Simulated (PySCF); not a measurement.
CClF (SMILES F[C]Cl), singlet, geometry from GFN2-xTB. Base run: BLYP/cc-pVDZ (PySCF).

Input for PySCF:
```python
from pyscf import gto, scf, dft

mol = gto.Mole()
mol.atom = '''
    F    -1.463484   -0.307121    0.002760
    C    -0.539858    0.635983    0.028545
    Cl    0.965324   -0.061871   -0.011536
'''
mol.basis = 'cc-pvdz'
mol.charge = 0
mol.spin = 0
mol.verbose = 4
mol.build()

mf = dft.RKS(mol)
mf.xc = 'blyp'
mf.kernel()
```

Variants of this job, named by their change:

| change | ΔE vs base (mEh) | fitting functions | dipole (D) |
|---|---|---|---|
| base | 0.000 | - | 1.22 |
| auxbasis = def2-universal-jkfit | -0.050 | 280 | 1.22 |
| auxbasis = cc-pvtz-jkfit | -0.060 | 279 | 1.22 |
| auxbasis = def2-tzvp-ri | ___ | ___ | 1.22 |
| auxbasis = default (with mf = mf.density_fit()) | -0.150 | 252 | 1.22 |
| auxbasis = even-tempered beta=2.0 | -0.128 | 410 | 1.22 |
| auxbasis = cc-pvdz-jkfit | -0.150 | 252 | 1.22 |
| auxbasis = def2-universal-jfit | -0.090 | 149 | 1.22 |
| auxbasis = even-tempered beta=3.0 | ___ | ___ | 1.22 |
| auxbasis = cc-pvtz-ri | ___ | ___ | 1.22 |

Q: What belongs in the gaps?

A: 
- auxbasis = def2-tzvp-ri, ΔE vs base (mEh): -29.634
- auxbasis = def2-tzvp-ri, fitting functions: 265
- auxbasis = even-tempered beta=3.0, ΔE vs base (mEh): -2.587
- auxbasis = even-tempered beta=3.0, fitting functions: 270
- auxbasis = cc-pvtz-ri, ΔE vs base (mEh): -14.397
- auxbasis = cc-pvtz-ri, fitting functions: 284

A fitting set is made for a task (jfit for Coulomb, jkfit for Coulomb and exchange, ri for correlation) and for a family of orbital bases.
